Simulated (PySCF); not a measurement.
The vertical singlet excitations below were computed for one of the candidates. The calculation used TDDFT PBE0/def2-SVPD, vertical, gas phase, core orbitals frozen in the response in PySCF. Geometries: GFN2-xTB, one conformer each.

```csv
state,ν̃ (cm⁻¹),f,"main configurations (H = HOMO, L = LUMO)"
S1,51610,0.0099,H-1→L (80%)
S2,52660,0.089,"H→L+1 (55%), H-1→L+2 (27%)"
S3,52970,0.061,"H→L+1 (39%), H-1→L+2 (33%), H→L (12%)"
S4,53820,0.146,"H→L (57%), H-1→L+2 (19%), H→L+3 (10%)"
S5,54600,0.0096,H→L+2 (90%)
S6,55480,0.065,"H-1→L+1 (73%), H-1→L+2 (10%)"
S7,56960,0.096,"H→L+4 (40%), H-1→L+3 (28%), H→L+3 (15%)"
S8,57080,0.099,"H-1→L+3 (52%), H→L+3 (15%), H→L+4 (14%)"
```

Triplets computed (Tamm–Dancoff): 4.30, 5.65, 5.70 eV.

Question: Which candidate is it?
A. `[SiH3][Si@H](P)[SiH2]CCl`
B. `C=CC[SiH2]P`
C. `[SiH3][SiH]([SiH3])P`

Answer: B. Its S1, at 6.40 eV, is the highest among the candidates; the nearest of the others has S1 at 5.60 eV. S1 is HOMO-1→LUMO (80%). Löwdin shares by element: HOMO carbon 74%, silicon 8% (atoms not listed hold the other 18%); LUMO carbon 59%, silicon 10% (atoms not listed hold the other 31%). At the same level the other candidates give, for their lowest levels:
- `[SiH3][SiH]([SiH3])P`: 5.60 eV (f 0.016); 5.95 eV (f 0.100); 6.28 eV (f 0.062); 6.29 eV (f 0.012); 6.46 eV (f 0.002); T1 5.01 eV; HOMO -7.32, LUMO -0.67 eV
- `[SiH3][Si@H](P)[SiH2]CCl`: 5.45 eV (f 0.008); 5.78 eV (f 0.129); 6.21 eV (f 0.007); 6.25 eV (f 0.005); 6.33 eV (f 0.020); T1 4.92 eV; HOMO -7.33, LUMO -0.85 eV

Conformer computed: `[CH2:1]=[CH:2][CH2:3][SiH2:4][PH2:5]`: C1–C2–C3–Si4 -107°, C2–C3–Si4–P5 -50°, H–P5–Si4–C3 83°, H–P5–Si4–C3 176°.
